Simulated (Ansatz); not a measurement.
Stepwise reaction of `C[Si](O)(O)[SiH3]` with hydrogen fluoride, as a gas-phase model of exchange steps in deposition or etching. ΔE in kJ/mol.

Calculated with Ansatz (gas phase, PBE0-D4/def2-TZVP geometries, no zero-point term in ΔE). CBS: MP2 limit from def2 TZ/QZ plus the TZ coupled-cluster correction, frozen cores. This one scheme is used for every species. DFT in def2-TZVPP. B3LYP here is the variant with VWN-RPA as its local correlation; programs differ in this. One conformer a species, not always the lowest.

```
step                                               reaction  PBE-D4  B3LYP-D4  ωB97M-V  CCSD(T)/CBS
   2  `C[Si](O)(F)[SiH3]` + H–F → `C[Si](F)(F)[SiH3]` + H₂O   -42.6     -44.4    -44.0        -43.1
```

(1) Give the row of step 1, `C[Si](O)(O)[SiH3]` + H–F → `C[Si](O)(F)[SiH3]` + H₂O. (An estimate is asked.)

(2) By hand: ΔE of the 2 steps together at CCSD(T)/CBS.

Results:

(1) Computed: 
```
step                                               reaction  PBE-D4  B3LYP-D4  ωB97M-V  CCSD(T)/CBS
   1  `C[Si](O)(O)[SiH3]` + H–F → `C[Si](O)(F)[SiH3]` + H₂O   -48.6     -51.3    -51.2        -49.7
```

(2) (-49.7) + (-43.1) = -92.8 kJ/mol, or -46.4 kJ/mol a step.

In ΔE each step is higher than the one before. All are downhill at CCSD(T)/CBS. PBE-D4 differs from CCSD(T)/CBS by 0.5 to 1.1 kJ/mol a step. Isolated molecules leave out the surface, adducts and barriers. Largest T1 diagnostic: 0.012.
